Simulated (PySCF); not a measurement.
ClH5O2Si2, SMILES O[SiH](O)[SiH2]Cl. Geometry optimised at PBE0-D3(BJ)/def2-SVP. The structure was generated by enumeration, and PubChem lists no compound with its InChIKey, so it may never have been made. One conformer was computed; it need not be the lowest.

Computed equilibrium geometry at PBE0-D3(BJ)/def2-SVP (PySCF confirms it by a frequency run) as bond lengths and angles (one conformer of several):
Atoms: O1 Si2 O3 Si4 Cl5 H6 H7 H8 H9 H10. Bond lengths (Å): O1–Si2 1.661, O1–H6 0.966, Si2–O3 1.662, Si2–Si4 2.343, Si2–H7 1.489, O3–H8 0.963, Si4–Cl5 2.099, Si4–H9 1.490, Si4–H10 1.493. Bond angles (°): Si2–O1–H6 114.0, O1–Si2–O3 114.1, O1–Si2–Si4 105.6, O1–Si2–H7 105.4, O3–Si2–Si4 104.4, O3–Si2–H7 111.1, Si4–Si2–H7 116.5, Si2–O3–H8 117.1, Si2–Si4–Cl5 101.7, Si2–Si4–H9 116.3, Si2–Si4–H10 113.6, Cl5–Si4–H9 108.1, Cl5–Si4–H10 107.2, H9–Si4–H10 109.1.
